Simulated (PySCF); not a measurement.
Ge(H)(OH)(OMe)2, SMILES C[O][GeH]([OH])[O]C (C2H8GeO3), B3LYP/def2-SVP optimised geometry.

```
14

Ge    -1.10    -0.56     0.00
O     -1.53     1.17     0.00
O     -1.61    -1.38     1.49
C     -1.07    -1.02     2.75
O      0.67    -0.56     0.00
C      1.44     0.29    -0.82
H     -1.75    -1.34    -1.15
H     -2.49     1.32     0.01
H     -1.35     0.01     3.04
H      0.03    -1.10     2.77
H     -1.49    -1.71     3.50
H      2.49     0.24    -0.47
H      1.42    -0.01    -1.88
H      1.11     1.34    -0.75
```

Density from B3LYP/def2-TZVP run with PySCF at that geometry.

Minimum of the electron density along straight lines between bonded atoms, close to the bond critical point (lines longer than 1.1 times the sum of covalent radii, or with two minima, are not listed):

```csv
bond,length / Å,ρ at the minimum / e bohr⁻³,∇²ρ there / e bohr⁻⁵,position (fraction from the first atom)
Ge1–O2,1.783,0.142,0.62,0.47
Ge1–O3,1.767,0.147,0.67,0.47
O3–C4,1.417,0.255,-0.56,0.64
Ge1–O5,1.769,0.146,0.66,0.47
O5–C6,1.414,0.256,-0.56,0.64
Ge1–H7,1.534,0.137,[?],0.59
O2–H8,0.966,[?],[?],0.80
C4–H9,1.106,0.277,-0.95,0.64
C4–H10,1.104,0.279,-0.97,0.65
C4–H11,1.102,0.280,-0.98,0.65
C6–H12,1.102,0.280,-0.98,0.65
C6–H13,1.107,0.276,-0.95,0.64
C6–H14,1.104,0.279,-0.97,0.65
```

**Question.** Complete the blanks.

**Answer.** 
- Ge1–H7, ∇²ρ there / e bohr⁻⁵: 0.03
- O2–H8, ρ at the minimum / e bohr⁻³: 0.352
- O2–H8, ∇²ρ there / e bohr⁻⁵: -2.33
